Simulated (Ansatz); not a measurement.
A run for Ansatz (a first-principles code): R-CCSD(T)/aug-cc-pVDZ on CH5F2N (a complex), monomers drawn apart or pushed together.

Ansatz 0.2 input:
```yaml
crystal:
  periodic: [false, false, false]
  atoms:
    - {symbol: N, position_ang: [-0.00899791, -0.09882619, -0.11896574]}
    - {symbol: H, position_ang: [-1.02158851, -0.08224058, -0.17192577]}
    - {symbol: H, position_ang: [0.31877598, 0.83279346, -0.34891244]}
    - {symbol: H, position_ang: [0.32127543, -0.72331527, -0.84607353]}
    - {symbol: F, position_ang: [-1.04517447, -0.45910482, 3.96426425]}
    - {symbol: C, position_ang: [0.27755332, -0.35380545, 3.62980276]}
    - {symbol: F, position_ang: [0.72694617, 0.86512137, 4.05827448]}
    - {symbol: H, position_ang: [0.36801352, -0.40286741, 2.54394235]}
    - {symbol: H, position_ang: [0.82773256, -1.12859774, 4.16721866]}
basis:
  gaussian:
    orbitals: aug-cc-pVDZ
magnetization: {spin_polarized: false}
correlation: {method: ccsd_t, electrons: outside_noble_gas}
scf: {lower_state_search: off}
```

It printed:

```
WARN ansatz: RAYON_NUM_THREADS=2 ignored (pool sized by the plan → 2); use --threads N
Functional definition: HF
these checks for a lower state are left out or cut short: stability, starts, cluster_reference, orbital_swaps, neighbouring_geometries, increment
integrals: 0.31 GiB planned
1303 factors; integrals over basis functions are off by at most 8.4e-4 eV
mean field: 0.46 GiB planned
mean field evaluation 1: about -8000.4669 eV, gradient 4.1e1 eV
mean field evaluation 2: about -8000.5229 eV, gradient 4.1e1 eV
mean field evaluation 4: about -8003.9364 eV, gradient 2.9e0 eV
mean field evaluation 8: about -8003.9679 eV, gradient 2.2e-1 eV
mean field -8003.96810052 eV, -294.1404024098 hartree, gradient 1.6e-6 eV, S^2 0.000000; 0 other end points of the search recorded, 0 dependent functions left out
4 core orbitals not correlated
reference -8003.96810052 eV, -294.1404024098 hartree; 14, 14 occupied and 119, 119 virtual orbitals, 1303 factors
second order -20.52697439 eV of doubles, -0.00000000 eV of singles
coupled cluster: 0.98 GiB planned
cycle   1  -20.80403621 eV  change   -2.8e-1 eV  update   1.0e-1
cycle   2  -21.26335933 eV  change   -4.6e-1 eV  update   2.7e-2
cycle   3  -21.38385675 eV  change   -1.2e-1 eV  update   1.4e-2
cycle   4  -21.37861244 eV  change    5.2e-3 eV  update   2.7e-3
cycle   5  -21.37686028 eV  change    1.8e-3 eV  update   1.2e-3
cycle   6  -21.37748134 eV  change   -6.2e-4 eV  update   3.7e-4
cycle   7  -21.37741051 eV  change    7.1e-5 eV  update   1.3e-4
cycle   8  -21.37732072 eV  change    9.0e-5 eV  update   4.5e-5
cycle   9  -21.37732155 eV  change   -8.3e-7 eV  update   1.5e-5
perturbative correction -0.55077343 eV, -0.0202405501 hartree
Total energy: -8025.89619550 eV, -294.9462450370 hartree
Checks for a lower state left out: stability, starts, cluster_reference, orbital_swaps, neighbouring_geometries, increment
```

Self-consistency was reached.

Cost: around 40 core-seconds (rough).
